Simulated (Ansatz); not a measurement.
Consider the ligand exchange at the Si–O bond: `[SiH3][SiH2]OBCl` + H₂Te → `[SiH3][SiH2][TeH]` + `OBCl`.

Gas-phase electronic energies from Ansatz, PBE0-D4/def2-TZVP geometries. CBS: MP2 limit from def2 TZ/QZ plus the TZ coupled-cluster correction, frozen cores. This one scheme is used for every species. DFT in def2-TZVPP. B3LYP here is the variant with VWN-RPA as its local correlation; programs differ in this. def2 core potentials past Kr. For Te outer-core shells are correlated without core-valence functions, which leaves a few kJ/mol of doubt a bond. Each species was taken in one conformer, which may not be the lowest.

`[SiH3][SiH2]OBCl`:

Z-matrix (Å, degrees):
```
Si
Si 1 2.346
H 1 1.487 2 110.9
H 1 1.488 2 107.7 3 119.2
H 1 1.487 2 110.9 3 -121.6
O 2 1.669 1 112.2 3 60.9
H 2 1.485 1 111.0 3 -58.6
H 2 1.485 1 110.9 3 -179.7
B 6 1.336 2 132.4 1 -0.2
Cl 9 1.756 6 119.3 2 179.9
H 9 1.197 6 122.8 2 -0.1
```

H₂Te:

Cartesian coordinates in Å:
```
Te -0.393 -0.670 -0.036
H 1.087 -0.157 -0.571
H -0.694 0.827 0.606
```

`[SiH3][SiH2][TeH]`:

Cartesian coordinates in Å:
```
Si 1.000 -0.938 0.859
Si -0.306 0.139 -0.753
Te -1.532 1.968 0.432
H 1.770 -2.046 0.233
H 0.126 -1.495 1.924
H 1.949 0.031 1.468
H 0.550 0.704 -1.830
H -1.267 -0.813 -1.370
H -2.290 2.449 -0.962
```

`OBCl`:

```xyz
5

O    -0.192    0.940    0.455
B    -0.064   -0.082   -0.402
Cl    0.544   -1.651    0.135
H     0.074    0.728    1.356
H    -0.362    0.064   -1.544
```

```csv
level,ΔE (kJ/mol),difference from CCSD(T)/CBS
PBE-D4,-2.4,-11.4
r2SCAN-D4,9.4,0.4
PBE0-D4,0.3,-8.7
B3LYP-D4,16.2,7.2
ωB97X-V,15.4,6.4
ωB97M-V,14.9,5.9
B2PLYP,16.5,7.5
PBE,-1.8,-10.8
r2SCAN,9.0,0.0
PBE0,0.7,-8.3
B3LYP,17.7,8.7
HF/def2-TZVPP,30.5,21.5
MP2/def2-TZVPP,8.8,-0.2
SCS-MP2/def2-TZVPP,17.0,8.0
CCSD/def2-TZVPP,19.4,10.4
CCSD(T)/def2-TZVPP,16.3,7.3
HF/def2-QZVPP,32.2,23.2
MP2/def2-QZVPP,5.2,-3.8
SCS-MP2/def2-QZVPP,13.5,4.5
HF/CBS(def2),32.4,23.4
MP2/CBS(def2),1.5,-7.5
CCSD/CBS(def2),12.1,3.1
CCSD(T)/CBS,9.0,0
```

Largest T1 diagnostic among the species: 0.013.

In def2-TZVPP, CCSD(T) changes the Hartree–Fock value by −14.2 kJ/mol (the triples alone add −3.1 kJ/mol) and MP2 by −21.7 kJ/mol.
